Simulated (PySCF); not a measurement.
C3H6BNO, SMILES O(C#N)B(C)C. Atoms are numbered in the order given.

```xyz
12

C      0.7009    -2.1954     0.0000
B     -0.0379    -0.8217     0.0000
C     -1.5862    -0.6015     0.0000
O      0.8044     0.3128     0.0000
C      0.3733     1.5276     0.0000
N      0.0283     2.6371     0.0000
H      0.3850    -2.7868     0.8783
H      1.7972    -2.1145     0.0000
H      0.3850    -2.7868    -0.8783
H     -1.8908    -0.0045    -0.8787
H     -2.1580    -1.5400     0.0000
H     -1.8908    -0.0045     0.8787
```

Geometry optimised at B3LYP-D3(BJ)/def2-SVP. The structure was generated by enumeration, and PubChem lists no compound with its InChIKey, so it may never have been made. Other conformers were not sampled.

Method: TDDFT-PBE/def2-SVPD (PySCF).

Vertical excitations. The molecule is in vacuum. State labels are in the subgroup Cs.

Question: Give excitation energies, oscillator strengths and character. (Estimate from the structure and the level; the computed values follow.)

Answer: 
| state | symmetry | energy (eV) | λ (nm) | f | main pairs |
|---|---|---|---|---|---|
| S1 | A" | 5.81 | 213 | 0.000 | HOMO−1→LUMO 100 % |
| S2 | A' | 6.14 | 202 | 0.116 | HOMO→LUMO 97 % |
| S3 | A" | 6.61 | 188 | 0.000 | HOMO−2→LUMO 99 % |
| S4 | A" | 6.83 | 182 | 0.002 | HOMO−3→LUMO 99 % |
| S5 | A" | 6.98 | 178 | 0.007 | HOMO→LUMO+1 99 % |
| S6 | A' | 7.00 | 177 | 0.011 | HOMO−1→LUMO+1 99 % |
| S7 | A' | 7.74 | 160 | 0.034 | HOMO−2→LUMO+1 99 % |
| S8 | A" | 7.89 | 157 | 0.000 | HOMO−4→LUMO 51 %, HOMO−5→LUMO 48 % |
| S9 | A' | 7.95 | 156 | 0.007 | HOMO−3→LUMO+1 99 % |
| S10 | A" | 8.09 | 153 | 0.009 | HOMO−5→LUMO 43 %, HOMO−4→LUMO 30 %, HOMO→LUMO+2 22 % |
| T1 | A' | 5.43 | 228 | 0 | HOMO→LUMO 97 % |
| T2 | A" | 5.58 | 222 | 0 | HOMO−1→LUMO 97 % |
| T3 | A" | 6.19 | 200 | 0 | HOMO−2→LUMO 94 % |
| T4 | A" | 6.58 | 188 | 0 | HOMO−3→LUMO 95 % |
Triplets are in the Tamm–Dancoff approximation, which puts them higher than full response would, so one can lie above its singlet here.
